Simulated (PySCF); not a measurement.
A geometry optimisation on `C[C](=S)[GeH2][NH2]`.

Method: PBE0-D3(BJ)/def2-SVP geometry optimisation, gas phase (PySCF 2.14.0). Start geometry: GFN2-xTB. A driver script takes a list of jobs; this job's settings line and coordinates (Å) are shown.

Command:
```bash
OMP_NUM_THREADS=1 python probes_run.py task.json out
```

Input:
```
{"job": {"xc": "PBE0", "basis": "def2-SVP", "d3": "d3bj", "grid": 1, "shake": 0.01, "kind": "geom"}, "charge": 0, "multiplicity": 1}
C     -1.589920     0.333030     0.804840
C     -0.932360    -0.650810    -0.047750
S     -1.770150    -1.687420    -0.992490
Ge     1.078610    -0.698900    -0.025540
N      1.578930     0.991800    -0.393310
H     -1.396300     0.150150     1.847320
H     -1.188820     1.345390     0.590580
H     -2.672210     0.364950     0.640010
H      1.589600    -0.971280     1.371910
H      1.498110    -1.773500    -0.974380
H      1.269100     1.380660    -1.258680
H      2.575100     1.187670    -0.277380
```

Output:
```
step   0  E = -2609.31171810  max force = 0.025540
step   1  E = -2609.31564646  max force = 0.005993
step   2  E = -2609.31611024  max force = 0.001719
step   3  E = -2609.31620442  max force = 0.001604
step   4  E = -2609.31629716  max force = 0.001092
step   5  E = -2609.31635370  max force = 0.000638
step   6  E = -2609.31641403  max force = 0.000997
step   7  E = -2609.31649593  max force = 0.001698
step   8  E = -2609.31656858  max force = 0.001436
step   9  E = -2609.31660579  max force = 0.000562
step  10  E = -2609.31662111  max force = 0.000299
step  11  E = -2609.31663814  max force = 0.000544
step  12  E = -2609.31665944  max force = 0.000878
step  13  E = -2609.31667996  max force = 0.000833
step  14  E = -2609.31669606  max force = 0.000484
step  15  E = -2609.31670616  max force = 0.000362
optimisation converged
```

Energies in Eh; «max force» is the largest Cartesian gradient component in Eh/bohr.

Q: Give the first gradient maximum in eV/Å.

A: With 1 Eh/bohr = 51.422 eV/Å, 1.313 eV/Å.

In short: final energy -2609.31671 Eh after 15 steps; dipole 2.89 D.

Q: Where do the atoms end?

A: 0.354 Å rms from the input after alignment:
```
atom  x, y, z in Å
C1    -1.5880    0.2908    0.7852
C2    -0.8744   -0.8442    0.1353
S3    -1.5744   -2.2556   -0.2629
Ge4    1.0589   -0.6272   -0.2018
N5     1.4040    1.1739   -0.3709
H6    -1.2053    0.4143    1.8149
H7    -1.3461    1.2385    0.2762
H8    -2.6738    0.1249    0.8225
H9     1.8403   -1.0951    1.0411
H10    1.4233   -1.4757   -1.4353
H11    1.2622    1.5598   -1.3004
H12    2.3164    1.4683   -0.0349
```

The run took 1.8 min wall on Arm Neoverse V1, one thread, shared host with 32 logical CPUs at a one-minute load of 9.3, and the process peaked at 0.53 GiB of memory.
Labels such as C1 count atoms from 1, the log's own numbers from 0.
